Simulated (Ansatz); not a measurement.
```yaml
atoms:
  - { symbol: C, position_ang: [0.8711, 0.0069, 0.0048] }
  - { symbol: C, position_ang: [-0.4312, 0.7594, -0.0017] }
  - { symbol: C, position_ang: [-0.4355, -0.7453, 0.0086] }
  - { symbol: H, position_ang: [1.4587, 0.0045, 0.9247] }
  - { symbol: H, position_ang: [1.4648, -0.0090, -0.9130] }
  - { symbol: H, position_ang: [-0.7266, 1.2752, -0.9163] }
  - { symbol: H, position_ang: [-0.7385, 1.2730, 0.9176] }
  - { symbol: H, position_ang: [-0.7364, -1.2581, 0.9144] }
  - { symbol: H, position_ang: [-0.7336, -1.2608, -0.9244] }
```

Basis set: def2-TZVP (spherical functions). Left uncorrelated: 3 orbitals. Charge 0, multiplicity 1.

Computed with Ansatz (development build ahead of 0.2.0); each method stands on the lowest determinant of its kind that the runs found. Restricted open shells among the atoms or ions are ROHF, correlated in semicanonical orbitals with singles.

The atomization energy at this shape (free ground-state atoms in the same class of orbitals less the molecule, no zero-point energy) of singlet C3H6:

```
method  atomization energy
   RHF     652.09 kcal/mol
```

Question: What does RHF-MP2 give?

Answer: 832.39 kcal/mol.
